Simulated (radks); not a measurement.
Results of a calculation; reference values are marked as such.
Cl9+, 8 electrons, occupied as 1s1.5 2s2 2p4 3d0.5 (fractional occupations, a model configuration). Code: a radial shooting solver on a logarithmic mesh with Libxc functionals. Model: scalar-relativistic Kohn-Sham, LDA (Slater exchange, Perdew-Wang correlation), spin-polarised, spherical densities, point nucleus; open shells are filled with parallel spins first.

Unscreened Slater integrals over Kohn-Sham orbitals (cm^-1). They are taken over the spin-up orbitals. Empty in this configuration: 3s.

integral     value
F0(3d,3d)   202300
F2(3d,3d)   104130
F4(3d,3d)    67270
F0(3d,2p)   258980
F2(3d,2p)    69654
G1(3d,2p)    60435
G3(3d,2p)    34645
F0(3d,2s)   256760
G2(3d,2s)    55690
F0(3d,1s)   265610
G2(3d,1s)   771.92
F0(3d,3s)   191590
G2(3d,3s)    81986
F0(2p,2p)   555940
F2(2p,2p)   262260
F0(2p,2s)   512270
G1(2p,2s)   295760
F0(2p,1s)   762960
G1(2p,1s)   128210
F0(2p,3s)   243080
G1(2p,3s)    24123
F0(2s,2s)   484050
F0(2s,1s)   680000
G0(2s,1s)    61782
F0(2s,3s)   238460
G0(2s,3s)    19102
F0(1s,1s)  2290800
F0(1s,3s)   274660
G0(1s,3s)    12057
F0(3s,3s)   185120

Derived for the open shells (J is the average intra-shell exchange parameter used in DFT+U). 2p: J = F2/5 = 52450 cm^-1; in LS coupling 1D lies 6 F2/25 = 62940 cm^-1 above 3P. 3d: Racah B = F2/49 - 5 F4/441 = 1362 cm^-1, C = 35 F4/441 = 5339 cm^-1, C/B = 3.92, F4/F2 = 0.646, J = (F2 + F4)/14 = 12240 cm^-1.
